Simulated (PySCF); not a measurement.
C$_{6}$H$_{11}$O, doublet, at a GFN2-xTB geometry; DF-REVPBE/STO-3G in PySCF.

PySCF was given this input:
```python
from pyscf import gto, scf, dft

mol = gto.M(
    atom='''
C     3.137930    0.768599   -0.361861
C     2.188400   -0.372381   -0.018448
C     0.735071   -0.005031   -0.305835
C    -0.225520   -1.141893    0.034515
C    -1.676173   -0.733188   -0.220377
C    -2.098004    0.419232    0.617792
O    -3.008523    1.181581    0.530084
H     2.895295    1.654207    0.221147
H     4.166703    0.488256   -0.148832
H     3.063234    1.023345   -1.416852
H     2.458644   -1.257324   -0.599591
H     2.293605   -0.626090    1.038663
H     0.631136    0.254933   -1.362203
H     0.457465    0.874957    0.280342
H    -0.106585   -1.414411    1.084775
H     0.013230   -2.019726   -0.569627
H    -1.823285   -0.487382   -1.279147
H    -2.351487   -1.555445    0.035936
''',
    basis='sto-3g',
    charge=0,
    spin=1,
    verbose=4,
)

mf = dft.UKS(mol)
mf.xc = 'revpbe'
mf = mf.density_fit(auxbasis='def2-universal-jkfit')
mf.kernel()
```

Output, abridged:

```
PySCF version 2.14.0

[INPUT] verbose = 4
[INPUT] num. atoms = 18
[INPUT] num. electrons = 55
[INPUT] charge = 0
[INPUT] spin (= nelec alpha-beta = 2S) = 1
[INPUT] symmetry False subgroup None
[INPUT] Mole.unit = angstrom
[INPUT] Symbol           X                Y                Z      unit          X                Y                Z       unit  Magmom
[INPUT]  1 C      3.137930000000   0.768599000000  -0.361861000000 AA    5.929828298056   1.452441609615  -0.683818185161 Bohr   0.0
[INPUT]  2 C      2.188400000000  -0.372381000000  -0.018448000000 AA    4.135476650998  -0.703698103992  -0.034861667546 Bohr   0.0
[INPUT]  3 C      0.735071000000  -0.005031000000  -0.305835000000 AA    1.389082872110  -0.009507212133  -0.577944389306 Bohr   0.0
[INPUT]  4 C     -0.225520000000  -1.141893000000   0.034515000000 AA   -0.426171035612  -2.157865033558   0.065223897189 Bohr   0.0
[INPUT]  5 C     -1.676173000000  -0.733188000000  -0.220377000000 AA   -3.167507907391  -1.385524517818  -0.416452174153 Bohr   0.0
[INPUT]  6 C     -2.098004000000   0.419232000000   0.617792000000 AA   -3.964652968242   0.792233662654   1.167457681947 Bohr   0.0
[INPUT]  7 O     -3.008523000000   1.181581000000   0.530084000000 AA   -5.685284509455   2.232864483990   1.001713583014 Bohr   0.0
[INPUT]  8 H      2.895295000000   1.654207000000   0.221147000000 AA    5.471314599823   3.125998183338   0.417907263269 Bohr   0.0
[INPUT]  9 H      4.166703000000   0.488256000000  -0.148832000000 AA    7.873927512404   0.922670118676  -0.281251718571 Bohr   0.0
[INPUT] 10 H      3.063234000000   1.023345000000  -1.416852000000 AA    5.788673315456   1.933841780943  -2.677462239042 Bohr   0.0
[INPUT] 11 H      2.458644000000  -1.257324000000  -0.599591000000 AA    4.646163797805  -2.375998009843  -1.133062776754 Bohr   0.0
[INPUT] 12 H      2.293605000000  -0.626090000000   1.038663000000 AA    4.334285287933  -1.183138629329   1.962788605719 Bohr   0.0
[INPUT] 13 H      0.631136000000   0.254933000000  -1.362203000000 AA    1.192674187353   0.481753550114  -2.574190596061 Bohr   0.0
[INPUT] 14 H      0.457465000000   0.874957000000   0.280342000000 AA    0.864483561574   1.653429100771   0.529769601213 Bohr   0.0
[INPUT] 15 H     -0.106585000000  -1.414411000000   1.084775000000 AA   -0.201416458987  -2.672849417572   2.049927656775 Bohr   0.0
[INPUT] 16 H      0.013230000000  -2.019726000000  -0.569627000000 AA    0.025001076628  -3.816728986663  -1.076439023158 Bohr   0.0
[INPUT] 17 H     -1.823285000000  -0.487382000000  -1.279147000000 AA   -3.445509297028  -0.921018498043  -2.417237503059 Bohr   0.0
[INPUT] 18 H     -2.351487000000  -1.555445000000   0.035936000000 AA   -4.443666415475  -2.939365051824   0.067909198012 Bohr   0.0

nuclear repulsion = 286.282065701291
number of shells = 32
number of NR pGTOs = 138
number of NR cGTOs = 46
basis = sto-3g
ecp = {}

******** <class 'pyscf.df.df_jk.DFUKS'> ********
method = DFUKS
initial guess = minao
damping factor = 0
level_shift factor = 0
DIIS = <class 'pyscf.scf.diis.CDIIS'>
diis_start_cycle = 1
diis_space = 8
diis_damp = 0
SCF conv_tol = 1e-09
SCF conv_tol_grad = None
SCF max_cycles = 50
direct_scf = False
number electrons alpha = 28  beta = 27
XC library pyscf.dft.libxc version 7.1.2
    S. Lehtola, C. Steigemann, M. J. T. Oliveira, and M. A. L. Marques,  SoftwareX 7, 1–5 (2018)
XC functionals = revpbe
    Y. Zhang and W. Yang,  Phys. Rev. Lett. 80, 890 (1998)
    J. P. Perdew, K. Burke, and M. Ernzerhof,  Phys. Rev. Lett. 77, 3865 (1996)
    J. P. Perdew, K. Burke, and M. Ernzerhof,  Phys. Rev. Lett. 78, 1396 (1997)
radial grids:
    Treutler-Ahlrichs [JCP 102, 346 (1995); DOI:10.1063/1.469408] (M4) radial grids

becke partition: Becke, JCP 88, 2547 (1988); DOI:10.1063/1.454033
pruning grids: <function nwchem_prune>
grids dens level: 3
symmetrized grids: False
atomic radii adjust function: <function treutler_atomic_radii_adjust>
small_rho_cutoff = 0
Set gradient conv threshold to 3.16228e-05
tot grids = 206680
init E= -306.996702359723

cycle= 1 E= -306.402363740748  delta_E= 0.594  |g|= 0.376  |ddm|= 3.73
cycle= 2 E= -305.676063331157  delta_E= 0.726  |g|= 1.19  |ddm|= 1.58
cycle= 3 E= -306.487194507417  delta_E= -0.811  |g|= 0.0955  |ddm|= 1.23
cycle= 4 E= -306.492740241713  delta_E= -0.00555  |g|= 0.0163  |ddm|= 0.143
cycle= 5 E= -306.492896735602  delta_E= -0.000156  |g|= 0.00297  |ddm|= 0.0228
cycle= 6 E= -306.492902584736  delta_E= -5.85e-06  |g|= 0.001  |ddm|= 0.00509
cycle= 7 E= -306.492903156938  delta_E= -5.72e-07  |g|= 0.000331  |ddm|= 0.00125
cycle= 8 E= -306.492903237457  delta_E= -8.05e-08  |g|= 5.87e-05  |ddm|= 0.000508
cycle= 9 E= -306.492903244024  delta_E= -6.57e-09  |g|= 3.13e-05  |ddm|= 0.000204
cycle= 10 E= -306.492903244943  delta_E= -9.18e-10  |g|= 1.39e-05  |ddm|= 7.02e-05
Extra cycle  E= -306.492903244822  delta_E= 1.21e-10  |g|= 2.22e-05  |ddm|= 4.28e-05
converged SCF energy = -306.492903244822  <S^2> = 0.75057197  2S+1 = 2.0005719
```
